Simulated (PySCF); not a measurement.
Simulation results for AlFH$_{4}$NSi, Al$_{2}$ClFH, Al$_{2}$FH$_{2}$O

All values are calculated (PySCF 2.14.0). Calculation on a computer-drawn molecule: the log of a Hartree-Fock and frozen-core CCSD(T) single point meant for a local Hartree-Fock minimum, with one planted fault or none, to be diagnosed. Offsets are logged minus clean, where the clean run is the same molecule without the fault. The reference is restricted for singlets and unrestricted otherwise, and also for a bond in bohr or an excited solution. Adding or removing an electron swaps singlet and doublet. The excited solution moves the top pair (singlet) or top alpha electron (doublet) to the lowest empty orbital. Highest occupied and lowest empty are orbital energies over both spins, largest force is the largest gradient component, triples share is (T) over the correlation energy, the T1 limit is 0.02 restricted and 0.045 unrestricted, electrons count all cores, a negative frequency is imaginary (commonest isotopes), and the dipole is about the centre of nuclear charge.

Common to all runs: meant charge 0; meant multiplicity 2; meant basis cc-pV(D+d)Z; logged SCF converged yes; possible faults no fault, one electron removed, one electron added, multiplicity raised by two, geometry at a saddle point, SCF held on an excited solution, minimal basis STO-3G, one bond length entered in bohr, all coordinates scaled.

(1) AlFH$_{4}$NSi

Logged structure:
```xyz
8
AlFH4NSi
F     -0.1714    -1.6916     0.4451
Al    -0.4068    -0.1275     0.3591
N      0.9321     0.8589     0.0086
Si     2.5354     0.5029    -0.2866
H     -1.7833     0.4231     0.5791
H      0.7362     1.8031    -0.0642
H      2.7563    -0.8636     0.0319
H      3.3977     1.3329     0.4904
```

```
logged electrons                     : 47
logged basis functions               : 94
logged spin squared                  : 0.7536
logged highest occupied              : -8.2292 eV
logged lowest empty                  : 1.9743 eV
logged largest force                 : 0.047767 hartree/bohr
logged T1 diagnostic                 : 0.014108
logged D1 diagnostic                 : 0.047269
logged triples share                 : 0.020137
logged CC converged                  : yes
logged dipole magnitude              : 2.3406 debye
logged SCF stable within its kind    : yes
logged energy HF                     : -687.16185 hartree
logged energy CCSD(T)                : -687.70636 hartree
planted fault                        : all coordinates scaled, by -4.1 %
HF energy offset from clean run      : 9.272 kcal/mol
CCSD(T) energy offset from clean run : 12.85 kcal/mol
```

Drawn bonds:
```csv
atom,other atom,order
1,2,1
2,3,1
3,4,1
2,5,1
3,6,1
4,7,1
4,8,1
```

(2) Al$_{2}$ClFH

Logged structure:
```xyz
5
Al2ClFH
F      1.0796    -3.0395     0.2785
Al     2.2935    -2.0541    -0.1974
Al     1.7649     0.4815    -0.4716
Cl     2.3710     1.7203     1.1025
H      1.2989     1.2115    -1.7547
```

```
logged electrons                     : 53
logged basis functions               : 88
logged spin squared                  : 0.7881
logged highest occupied              : -7.9004 eV
logged lowest empty                  : 0.4538 eV
logged largest force                 : 0.013718 hartree/bohr
logged T1 diagnostic                 : 0.01891
logged D1 diagnostic                 : 0.0648
logged triples share                 : 0.020567
logged CC converged                  : yes
logged dipole magnitude              : 1.7396 debye
logged SCF stable within its kind    : yes
logged energy HF                     : -1043.48973 hartree
logged energy CCSD(T)                : -1043.95506 hartree
planted fault                        : all coordinates scaled, by -1.8 %
HF energy offset from clean run      : 0.886 kcal/mol
CCSD(T) energy offset from clean run : 1.357 kcal/mol
```

Drawn bonds:
```csv
atom,other atom,order
1,2,1
2,3,1
3,4,1
3,5,1
```

(3) Al$_{2}$ClFH

Logged structure:
```xyz
5
Al2ClFH
F      1.0994    -3.0952     0.2836
Al     2.3355    -2.0917    -0.2010
Al     1.7973     0.4903    -0.4803
Cl     2.9635     2.8743     2.5489
H      1.3227     1.2337    -1.7869
```

```
logged electrons                     : 53
logged basis functions               : 88
logged spin squared                  : 1.6751
logged highest occupied              : -7.0456 eV
logged lowest empty                  : -0.9359 eV
logged largest force                 : 0.0056503 hartree/bohr
logged T1 diagnostic                 : 0.078434
logged D1 diagnostic                 : 0.47708
logged triples share                 : 0.023648
logged CC converged                  : yes
logged dipole magnitude              : 1.8463 debye
logged SCF stable within its kind    : yes
logged energy HF                     : -1043.35049 hartree
logged energy CCSD(T)                : -1043.80356 hartree
planted fault                        : one bond length entered in bohr, row 3 of the drawn bonds
HF energy offset from clean run      : 88.26 kcal/mol
CCSD(T) energy offset from clean run : 96.42 kcal/mol
```

Drawn bonds:
```csv
atom,other atom,order
1,2,1
2,3,1
3,4,1
3,5,1
```

Notes: T1 above single-reference limit.

(4) Al$_{2}$FH$_{2}$O

Logged structure:
```xyz
6
Al2FH2O
F      1.5131    -1.0997     0.9722
Al     0.9717     0.4670     1.0225
O      0.0584     1.0349    -0.2575
Al    -0.8539     1.5108    -1.5936
H     -0.1137     2.1528    -2.8268
H     -2.4161     1.3142    -1.5534
```

```
logged electrons                  : 45
logged basis functions            : 84
logged spin squared               : 0.759
logged highest occupied           : -4.7469 eV
logged lowest empty               : -2.5048 eV
logged largest force              : 0.019407 hartree/bohr
logged dipole magnitude           : 3.3635 debye
logged SCF stable within its kind : no
logged energy HF                  : -659.3156 hartree
planted fault                     : SCF held on an excited solution
HF energy offset from clean run   : 98.73 kcal/mol
```

Drawn bonds:
```csv
atom,other atom,order
1,2,1
2,3,1
3,4,1
4,5,1
4,6,1
```

Notes: coupled-cluster numbers left out as unreliable.
